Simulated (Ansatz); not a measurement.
Two structures of CH6AlBr, singlet, reached by relaxing down either side of one saddle point (PBE0-D4/def2-TZVP). Energies are electronic, without zero-point energy. Program: Ansatz 0.2.0. Basis: def2-TZVPP and def2-QZVPP. Cores are frozen in the correlated methods. Filled d shells of the heavier atoms are correlated. The def2 sets are not built for correlating such inner shells, so the correlated values are less sure here. Extrapolation: Hartree–Fock as exp(−7.88 √X), correlation as X^−2.97. First:

```
9
angstrom
Al -1.0124 0.4654 -0.0655
C 0.9330 0.6763 -0.2375
H -1.8987 0.2130 -1.3648
H -1.7421 0.9241 1.2740
H 0.5754 -2.2475 0.5724
Br -0.8466 -2.2547 0.6568
H 1.4602 0.4891 0.7030
H 1.1723 1.7056 -0.5283
H 1.3588 0.0286 -1.0101
```

Second:

```xyz
9
angstrom
Al -1.5196 -0.1590 0.1374
C 1.2660 0.2915 -0.1557
H -1.7376 0.1858 -1.3849
H -1.5567 0.8894 1.3136
H 0.7959 -0.6572 0.1337
Br -1.5513 -2.3573 0.7123
H 1.9117 0.6044 0.6628
H 0.5495 1.0922 -0.3580
H 1.8421 0.1102 -1.0614
```

(1) Which bonds change from the first to the second?

(2) Give the saddle point's structure and its height above each. (An estimate is asked for; the value comes from the calculation.)

T1 diagnostic: at most 0.009. The start structure is not quite a true minimum (one mode of 56i cm⁻¹). The end structure is not quite a true minimum (one mode of 64i cm⁻¹).

Answers

(1) CH₅Al ([CH3][AlH2]) + HBr → AlH₂Br ([AlH2][Br]) + CH₄; bonds formed: C2–H5; dative contacts that become bonds: Al1–Br6; bonds broken: Al1–C2, H5–Br6.

(2) Computed: 29.2 kJ/mol above the first and 190.1 kJ/mol above the second (CCSD(T) at an estimated basis limit (MP2 extrapolated from triple and quadruple zeta, plus CCSD(T) − MP2 in triple zeta)).
```csv
atom,x (Å),y (Å),z (Å)
Al1,-1.0584,0.2892,-0.0157
C2,0.9535,0.4018,-0.1655
H3,-1.8269,0.1866,-1.3948
H4,-1.6674,0.9138,1.3041
H5,0.2926,-1.1758,0.3013
Br6,-0.6857,-2.2925,0.6596
H7,1.5631,0.3287,0.7387
H8,0.9744,1.4684,-0.4433
H9,1.4547,-0.1202,-0.9844
```

Labels in which every atom is bracketed show which atoms are joined, not bond orders.

For scale, one of the runs: CCSD(T)/def2-TZVPP, 205 basis functions, launched by `ansatz run in.yaml --threads 4 --pin off --events-out ev --progress --plain --max-ram 9574MiB`. The run took 62 s on 4 CPU threads of an Arm Neoverse V1 (shared host), with 2.6 GiB of host memory at its peak.
